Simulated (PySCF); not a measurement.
Telling isomers of C$_{4}$H$_{7}$FO$_{2}$ apart by NMR

Fast rotation and ring inversion assumed for equivalent nuclei, no relativistic terms, single conformer, isolated molecule. NMR shieldings at PBE0/pcSseg-1/GIAO; J: B3LYP/pcJ-1 (spin–dipole term left out of most H,H and C,H couplings); GFN2-xTB geometry; PySCF 2.14.0 with density-fitted response routines.

Shifts are taken against calculated references (same method and geometry level): 1H (σref 31.72), 13C (σref 186.93) vs TMS. Multiplet labels drop J under 1 Hz and among equivalent protons, and merge close values. Unscaled 3J(H,H) run several per cent high. Vicinal couplings that depend on rotamer populations or ring flexing (ring, CH–CH, X–H and H–F types) are those of the one conformer. One-bond C–F couplings are unscaled and too large by tens of Hz. Shifts are as computed. Against solution values, carbons near 30 ppm lie about +3 ppm off and those near 130 ppm about +5 ppm. Of 1309 compounds with measured shifts, 239 miss one by over three times the rms of a fit or turn the order of signals round; such compounds aren't used in these exercises.

(1) Tabulate the signals of `C=COCOCF`, `CO[C@@H]1C[C@@H](F)O1` and their relative energies.

(2) What is the quickest way to tell C=COCOCF from CO[C@@H]1C[C@@H](F)O1?

Answers

(1) 
```json
{"SMILES": "C=COCOCF", "carbon types": "1×CH 3×CH2", "δC": "159.3, 101.3, 98.2, 92.8", "δH": "6.56 (dd, 1H), 5.68 (d, 2H), 5.22 (s, 2H), 4.92 (dd, 1H), 4.54 (dd, 1H)", "E rel. (kcal/mol)": "6.7"}
{"SMILES": "CO[C@@H]1C[C@@H](F)O1", "carbon types": "2×CH 1×CH2 1×CH3", "δC": "114.6, 105.9, 57.1, 41.9", "δH": "6.27 (m, 1H), 5.70 (m, 1H), 3.61 (s, 3H), 2.83 (m, 1H), 2.67 (m, 1H)", "E rel. (kcal/mol)": "0.0"}
```

Energies are electronic energies at PBE0/pcSseg-1 on these geometries, without zero-point or thermal terms, each for the one conformer computed, which needn't be the lowest.

(2) Both give the same number of carbon signals, but DEPT or the intensities differ. The first has an sp3 CH2 bonded to F and O at 101.3 ppm, the second a methyl carbon bonded to O (CH3) at 57.1 ppm. Their most deshielded carbons lie at 159.3 and 114.6 ppm.
